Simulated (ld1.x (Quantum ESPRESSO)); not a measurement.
# Zn TM: all-electron and pseudo phase curves

* Element: Zn
* Generator: ld1.x (Quantum ESPRESSO) 7.5
* Type: norm-conserving Troullier–Martins (Kleinman–Bylander form)
* Functional: PBE
* Relativity: scalar-relativistic
* Frozen core: [Ne] 3s2
* Valence charge: 18
* Reference configuration: 3p6 3d10 4s2 4p0
* Partial waves: 4s (bound): rc 2.20 bohr; 3d (bound): rc 1.05 bohr; 3p (bound): rc 1.05 bohr
* Local potential: the p channel
* Core correction: none

The phase is arctan(r·u′/u) with u = r·R(r), unwrapped; energies in Ry, scanned from -8 to 5 Ry. A pole is an energy at which the radial function vanishes at the test radius. The pseudo phase is shifted by a multiple of π to meet the all-electron one at the reference energy, and phase errors are pseudo minus all-electron; the curves can meet again beyond the range given. Levels narrower than the energy grid can be missing from the lists of poles. n/a: not evaluated, since a narrow level or a reset projector energy made the automatic matching unsafe.

For each channel, where are the poles, and over which energies does the pseudopotential scatter like the atom?

```
channel  radius (bohr)  reference energy (Ry)  poles, all-electron  poles, pseudo  unbroken range about the reference energy with phases within 0.05 rad  phase error 1 Ry above the reference energy (rad)
      s           2.41                  -0.44                 1.45           1.39                                                              below 3.2                                             -0.003
      p           2.41                  -6.13                 2.63           2.59                                                                    n/a                                                n/a
      d           2.41                  -0.75          -0.65, 4.74    -0.65, 4.78                                                        the whole range                                             +0.001
```

Note: ghost state, extra bound levels that the all-electron valence spectrum of the same l lacks: s at -123.7 eV. A true bound ghost makes a file unfit for plane-wave use.

Phases in the d channel:

```tsv
E (Ry)	all-electron	pseudo
-8.00	1.427	1.427
-7.52	1.423	1.423
-7.04	1.418	1.418
-6.56	1.413	1.413
-6.08	1.407	1.407
-5.60	1.400	1.400
-5.12	1.393	1.393
-4.64	1.385	1.385
-4.16	1.375	1.375
-3.68	1.363	1.363
-3.20	1.349	1.349
-2.72	1.331	1.331
-2.24	1.308	1.308
-1.76	1.272	1.272
-1.28	1.197	1.197
-0.80	-0.324	-0.325
-0.32	-1.817	-1.817
0.16	-1.934	-1.933
0.64	-2.062	-2.061
1.12	-2.291	-2.288
1.60	-2.819	-2.809
2.08	-3.707	-3.694
2.56	-4.226	-4.218
3.04	-4.447	-4.442
3.52	-4.563	-4.559
4.00	-4.636	-4.632
4.48	-4.688	-4.685
4.96	-4.731	-4.727
```
